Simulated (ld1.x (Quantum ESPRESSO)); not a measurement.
Before and after: TM potential for P

```
Element                 : P
Generator               : ld1.x (Quantum ESPRESSO) 7.5
Type                    : norm-conserving Troullier–Martins (Kleinman–Bylander form)
Functional              : PBEsol
Relativity              : non-relativistic
Frozen core             : [Ne]
Valence charge          : 5
Reference configuration : 3s1.75 3p3.25
Partial waves           : 3s (bound): rc 1.30 bohr; 3p (bound): rc 1.70 bohr; 3d channel at 0.15 Ry: rc 1.65 bohr
Local potential         : all-electron potential smoothed inside 1.30 bohr (lloc = -1)
Core correction         : none
```

Change: functional PBE.

Cutoffs: the cutoffs (Ry, on a coarse ladder) from which the occupation-weighted sum of valence levels, in a spherical-Bessel basis at the reference potential, stays within 10 and 1 mRy of its value at 400 Ry; they do not see the model core or the augmentation charge, which bear on the density cutoff. Errors are all-electron minus pseudo energies relative to the spin-unpolarised reference configuration.

Question: How do hardness, ghosts and transferability respond?

Answer: The potential gets neither clearly harder nor softer (35 Ry and 80 Ry → 35 Ry and 80 Ry); of the 7 tests that both files solve, the error grows in 0 and shrinks in 2 by more than 15 % and 0.3 meV (median size 8.1 → 6.9 meV); neither file shows a bound ghost.

```csv
quantity,base,changed
"cutoff, loose",35 Ry,35 Ry
"cutoff, tight",80 Ry,80 Ry
bound ghosts,none,none
"error for 3s2 3p3, meV [ΔE -2.09 → -2.10 eV]",+0.2,+0.3
"error for 3s2 3p2, meV [ΔE 7.62 → 7.64 eV]",+4.7,+4.1
"error for 3s2 3p1, meV [ΔE 26.74 → 26.80 eV]",+34,+28
"error for 3s1 3p3, meV [ΔE 16.62 → 16.67 eV]",+8.1,+6.9
"error for 3s0 3p5, meV [ΔE 14.88 → 14.92 eV]",+12,+8.9
"error for 3s2 3p3.3, meV [ΔE -3.39 → -3.41 eV]",+0.4,+0.4
"error for 3s1 3p0, meV [ΔE 108.25 → 108.43 eV]",+295,+273
s: phases at 1.84 bohr within 0.05 rad from the reference energy up to (Ry; the scan ends near 5),1.9,2.2
p: phases at 1.84 bohr within 0.05 rad from the reference energy up to (Ry; the scan ends near 5),4.3,4.4
d: phases at 1.84 bohr within 0.05 rad from the reference energy up to (Ry; the scan ends near 5),to the end of the scan,to the end of the scan
```
